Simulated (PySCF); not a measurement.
Some computed properties have been withheld. Give your best values.

Species: C₃H₁₀Si₃.
Structure used (PBE0-D3(BJ)/def2-SVP), in Å, numbered top down from 1:
```
atom  x, y, z in Å
C1     2.8601    1.6620   -0.0962
C2     2.0130    0.4948   -0.2498
C3     1.3061   -0.4902   -0.3837
Si4    0.1462   -1.8945   -0.5255
Si5   -1.7161   -1.3357    0.7882
Si6   -2.4607    0.7692    0.0750
H7     2.2641    2.5492    0.1687
H8     3.6059    1.5046    0.6987
H9     3.4011    1.8823   -1.0299
H10    0.8008   -3.1623   -0.0805
H11   -0.2801   -2.0556   -1.9503
H12   -2.8043   -2.3559    0.6490
H13   -1.3064   -1.2647    2.2268
H14   -1.3637    1.7690    0.2538
H15   -2.8211    0.7045   -1.3757
H16   -3.6592    1.2253    0.8452
```

```tsv
property	level	value
point group	PBE0-D3(BJ)/def2-SVP	C1
rotational constants A, B, C	PBE0-D3(BJ)/def2-SVP	?
dipole moment	wB97X-D/def2-SVPD	1.55 D
HOMO energy	wB97X-D/def2-SVPD	?
LUMO energy	wB97X-D/def2-SVPD	?
lowest singlet excitation	TDDFT wB97X-D/def2-SVPD	5.78 eV (215 nm, f = 0.003)
strongest line among the 10 lowest singlet transitions	TDDFT wB97X-D/def2-SVPD	S7 at 7.21 eV (172 nm, f = 0.245)
lowest triplet excitation (Tamm–Dancoff)	TDA wB97X-D/def2-SVPD	4.90 eV
static isotropic polarisability	wB97X-D/def2-SVPD	126.4 au
vertical ionisation energy	ΔSCF wB97X-D/def2-SVPD	9.22 eV
electronic spatial extent ⟨r²⟩ about the centre of nuclear charge	wB97X-D/def2-SVPD	1662 bohr²
13C chemical shifts (computed TMS as zero) by class	GIAO PBE0/pcSseg-1	?
1H chemical shifts (computed TMS as zero) by class	GIAO PBE0/pcSseg-1	4.35 (H10/H11), 3.67 (H14/H15/H16), 3.40 (H12/H13), 1.99 (H7/H8/H9) ppm
isotropic shieldings of nuclei other than C and H, by class	GIAO PBE0/pcSseg-1	?
```

The electronic properties come from PySCF, for the isolated species, density fitting. NMR classes are plain means over equivalent atoms (diastereotopic ones count apart unless rotation or inversion swaps them), as if these changed places fast; in this geometry the members of some classes differ.

**Question.** The LUMO energy?

**Answer.** 1.47 eV.

**Question.** The 13C chemical shifts (computed TMS as zero) by class?

**Answer.** 118.4 (C2), 77.4 (C3), 6.2 (C1) ppm.

**Question.** What are the rotational constants A, B, C?

**Answer.** 2.074, 0.959, 0.714 GHz.

**Question.** What is the HOMO energy?

**Answer.** -9.15 eV.

**Question.** The isotropic shieldings of nuclei other than C and H, by class?

**Answer.** 447 (Si4), 458 (Si6), 466 (Si5) ppm.

The polarisability is 18.74 Å³ as a volume (1 au = 0.148185 Å³), or 1.81 au for each of the 70 electrons. The vertical singlet–triplet gap S1 − T1 is 0.88 eV (TDDFT singlet less Tamm–Dancoff triplet; S1: HOMO→LUMO, weight 0.36, beside HOMO→LUMO+2, weight 0.22; T1: HOMO→LUMO+1, weight 0.34). The principal polarisabilities are 101.6, 129.3 and 148.4 au; their mean is the isotropic value. A dipole of 1.55 D is allowed in C1, and pure rotational transitions are dipole-allowed. The rotational constants make it an asymmetric top with κ = (2B − A − C)/(A − C) = -0.64, nearer the prolate limit (−1).

One conformer stands for the species.
